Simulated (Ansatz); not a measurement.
Ansatz (a program for electronic structure) input (HF/STO-3G):

Ansatz 0.2 input:
```yaml
crystal:
  periodic: [false, false, false]
  atoms:
    - {symbol: C, position_ang: [-2.12111200, 0.92514100, 0.33471800]}
    - {symbol: C, position_ang: [-1.12963800, 0.04767200, 0.18144600]}
    - {symbol: C, position_ang: [-1.32143000, -1.44048300, 0.24247100]}
    - {symbol: C, position_ang: [0.25930500, 0.57114000, -0.06349200]}
    - {symbol: O, position_ang: [0.49286900, 1.76252800, -0.14504200]}
    - {symbol: Si, position_ang: [1.76241900, -0.64138500, -0.26065100]}
    - {symbol: H, position_ang: [-1.92054400, 1.98710500, 0.28061200]}
    - {symbol: H, position_ang: [-3.14003800, 0.60670200, 0.51526600]}
    - {symbol: H, position_ang: [-0.72145700, -1.88791200, 1.03929000]}
    - {symbol: H, position_ang: [-2.36477100, -1.69234300, 0.42722900]}
    - {symbol: H, position_ang: [-1.01995500, -1.92003800, -0.69246500]}
    - {symbol: H, position_ang: [1.92018800, -1.46917800, 0.95974200]}
    - {symbol: H, position_ang: [1.54339200, -1.55189900, -1.41057600]}
    - {symbol: H, position_ang: [2.96361900, 0.18590500, -0.48049900]}
basis:
  gaussian:
    orbitals: STO-3G
hamiltonian:
  xc: {name: HF}
relax: {f_tol: 0.003, max_steps: 120}
```

Output:

```
Functional definition: HF
integrals: 0.01 GiB planned
617 factors; integrals over basis functions are off by at most 1.5e-5 eV
mean field: 0.10 GiB planned
mean field evaluation 1: about -13972.8319 eV, gradient 3.5e1 eV
mean field evaluation 2: about -13973.0043 eV, gradient 3.5e1 eV
mean field evaluation 4: about -13977.3971 eV, gradient 3.2e0 eV
mean field evaluation 8: about -13977.4735 eV, gradient 4.1e-2 eV
mean field -13977.47062410 eV, -513.6625711656 hartree, gradient 4.7e-5 eV, S^2 0.000000; 0 other end points of the search recorded, 0 dependent functions left out
the calculation of the forces begins
reference -13977.47062410 eV, -513.6625711656 hartree; 27, 27 occupied and 15, 15 virtual orbitals, 617 factors
relax step   1: F+E_penalty+E_count = -13977.47062410 eV  Δ(F+E_penalty+E_count) = +0.000e0 eV  max|allowed force component| = 2.118e0 eV/Å  Δτ_max = 0.0000 Å  (29 SCF iters, accepted)
these checks for a lower state are left out or cut short: starts, cluster_reference, orbital_swaps, neighbouring_geometries, increment
integrals: 0.01 GiB planned
617 factors; integrals over basis functions are off by at most 1.6e-5 eV
mean field: 0.10 GiB planned
mean field evaluation 16: about -13977.6968 eV, gradient 2.6e-4 eV
mean field -13977.69678343 eV, -513.6708823679 hartree, gradient 2.3e-5 eV, S^2 0.000000; 0 other end points of the search recorded, 0 dependent functions left out
the calculation of the forces begins
reference -13977.69678343 eV, -513.6708823679 hartree; 27, 27 occupied and 15, 15 virtual orbitals, 617 factors
relax step   2: F+E_penalty+E_count = -13977.69678343 eV  Δ(F+E_penalty+E_count) = -2.262e-1 eV  max|allowed force component| = 7.122e-1 eV/Å  Δτ_max = 0.0714 Å  (28 SCF iters, accepted)
these checks for a lower state are left out or cut short: starts, cluster_reference, orbital_swaps, neighbouring_geometries, increment
integrals: 0.01 GiB planned
617 factors; integrals over basis functions are off by at most 1.8e-5 eV
mean field: 0.10 GiB planned
mean field -13977.70705779 eV, -513.6712599438 hartree, gradient 2.6e-5 eV, S^2 0.000000; 0 other end points of the search recorded, 0 dependent functions left out
the calculation of the forces begins
reference -13977.70705779 eV, -513.6712599438 hartree; 27, 27 occupied and 15, 15 virtual orbitals, 617 factors
relax step   3: F+E_penalty+E_count = -13977.70705779 eV  Δ(F+E_penalty+E_count) = -1.027e-2 eV  max|allowed force component| = 1.487e-1 eV/Å  Δτ_max = 0.0315 Å  (31 SCF iters, accepted)
these checks for a lower state are left out or cut short: starts, cluster_reference, orbital_swaps, neighbouring_geometries, increment
integrals: 0.01 GiB planned
617 factors; integrals over basis functions are off by at most 1.7e-5 eV
mean field: 0.10 GiB planned
mean field evaluation 32: about -13977.7078 eV, gradient 2.0e-5 eV
mean field -13977.70779850 eV, -513.6712871642 hartree, gradient 2.0e-5 eV, S^2 0.000000; 0 other end points of the search recorded, 0 dependent functions left out
the calculation of the forces begins
reference -13977.70779850 eV, -513.6712871642 hartree; 27, 27 occupied and 15, 15 virtual orbitals, 617 factors
relax step   4: F+E_penalty+E_count = -13977.70779850 eV  Δ(F+E_penalty+E_count) = -7.407e-4 eV  max|allowed force component| = 9.058e-2 eV/Å  Δτ_max = 0.0085 Å  (32 SCF iters, accepted)
these checks for a lower state are left out or cut short: starts, cluster_reference, orbital_swaps, neighbouring_geometries, increment
integrals: 0.01 GiB planned
617 factors; integrals over basis functions are off by at most 1.7e-5 eV
mean field: 0.10 GiB planned
mean field -13977.70813471 eV, -513.6712995198 hartree, gradient 2.3e-5 eV, S^2 0.000000; 0 other end points of the search recorded, 0 dependent functions left out
the calculation of the forces begins
reference -13977.70813471 eV, -513.6712995198 hartree; 27, 27 occupied and 15, 15 virtual orbitals, 617 factors
relax step   5: F+E_penalty+E_count = -13977.70813471 eV  Δ(F+E_penalty+E_count) = -3.362e-4 eV  max|allowed force component| = 5.362e-2 eV/Å  Δτ_max = 0.0068 Å  (31 SCF iters, accepted)
these checks for a lower state are left out or cut short: starts, cluster_reference, orbital_swaps, neighbouring_geometries, increment
integrals: 0.01 GiB planned
617 factors; integrals over basis functions are off by at most 1.8e-5 eV
mean field: 0.10 GiB planned
mean field -13977.70829839 eV, -513.6713055348 hartree, gradient 1.9e-5 eV, S^2 0.000000; 0 other end points of the search recorded, 0 dependent functions left out
the calculation of the forces begins
reference -13977.70829839 eV, -513.6713055348 hartree; 27, 27 occupied and 15, 15 virtual orbitals, 617 factors
relax step   6: F+E_penalty+E_count = -13977.70829839 eV  Δ(F+E_penalty+E_count) = -1.637e-4 eV  max|allowed force component| = 1.317e-2 eV/Å  Δτ_max = 0.0027 Å  (31 SCF iters, accepted)
these checks for a lower state are left out or cut short: starts, cluster_reference, orbital_swaps, neighbouring_geometries, increment
integrals: 0.01 GiB planned
617 factors; integrals over basis functions are off by at most 1.8e-5 eV
mean field: 0.10 GiB planned
mean field -13977.70830825 eV, -513.6713058972 hartree, gradient 1.9e-5 eV, S^2 0.000000; 0 other end points of the search recorded, 0 dependent functions left out
the calculation of the forces begins
reference -13977.70830825 eV, -513.6713058972 hartree; 27, 27 occupied and 15, 15 virtual orbitals, 617 factors
relax step   7: F+E_penalty+E_count = -13977.70830825 eV  Δ(F+E_penalty+E_count) = -9.860e-6 eV  max|allowed force component| = 4.926e-3 eV/Å  Δτ_max = 0.0013 Å  (30 SCF iters, accepted)
these checks for a lower state are left out or cut short: starts, cluster_reference, orbital_swaps, neighbouring_geometries, increment
integrals: 0.01 GiB planned
617 factors; integrals over basis functions are off by at most 1.8e-5 eV
mean field: 0.10 GiB planned
mean field -13977.70831149 eV, -513.6713060162 hartree, gradient 1.9e-5 eV, S^2 0.000000; 0 other end points of the search recorded, 0 dependent functions left out
the calculation of the forces begins
reference -13977.70831149 eV, -513.6713060162 hartree; 27, 27 occupied and 15, 15 virtual orbitals, 617 factors
relax step   8: F+E_penalty+E_count = -13977.70831149 eV  Δ(F+E_penalty+E_count) = -3.238e-6 eV  max|allowed force component| = 1.484e-3 eV/Å  Δτ_max = 0.0012 Å  (30 SCF iters, accepted)
integrals: 0.01 GiB planned
617 factors; integrals over basis functions are off by at most 1.8e-5 eV
mean field: 0.10 GiB planned
mean field evaluation 64: about -13977.7083 eV, gradient 1.5e-4 eV
mean field -13977.70831149 eV, -513.6713060162 hartree, gradient 1.9e-5 eV, S^2 0.000000; 1 other end points of the search recorded, 0 dependent functions left out
the calculation of the forces begins
reference -13977.70831149 eV, -513.6713060162 hartree; 27, 27 occupied and 15, 15 virtual orbitals, 617 factors
Total energy: -13977.70831149 eV, -513.6713060162 hartree
Atom 0 at    -2.097839     0.905533     0.330440 Å, force    -0.000429     0.000433    -0.001095 eV/Å
Atom 1 at    -1.112618     0.048166     0.180340 Å, force     0.000320     0.000996     0.000319 eV/Å
Atom 2 at    -1.325900    -1.460979     0.245174 Å, force    -0.000193    -0.000802     0.000306 eV/Å
Atom 3 at     0.309195     0.581218    -0.069957 Å, force     0.000294    -0.001484    -0.000452 eV/Å
Atom 4 at     0.477615     1.795079    -0.139972 Å, force     0.000372     0.000792     0.000711 eV/Å
Atom 5 at     1.759347    -0.631591    -0.261641 Å, force    -0.000593     0.000615    -0.000144 eV/Å
Atom 6 at    -1.916844     1.971194     0.279225 Å, force     0.000135     0.000143     0.000074 eV/Å
Atom 7 at    -3.119356     0.597729     0.508902 Å, force    -0.000041    -0.000741     0.000229 eV/Å
Atom 8 at    -0.739401    -1.905723     1.045768 Å, force    -0.000056     0.000234     0.000104 eV/Å
Atom 9 at    -2.370926    -1.688695     0.425868 Å, force    -0.000010     0.000073    -0.000042 eV/Å
Atom 10 at    -1.031650    -1.938471    -0.686587 Å, force     0.000098     0.000069     0.000186 eV/Å
Atom 11 at     1.894102    -1.414069     0.918697 Å, force     0.000240    -0.000232     0.000132 eV/Å
Atom 12 at     1.527549    -1.491892    -1.370577 Å, force    -0.000043    -0.000049    -0.000295 eV/Å
Atom 13 at     2.949572     0.115456    -0.477629 Å, force    -0.000096    -0.000048    -0.000032 eV/Å
Dipole moment:    -0.037181    -0.376271     0.019239 e Å
```

The geometry given is a B3LYP-D3(BJ)/def2-TZVP minimum.
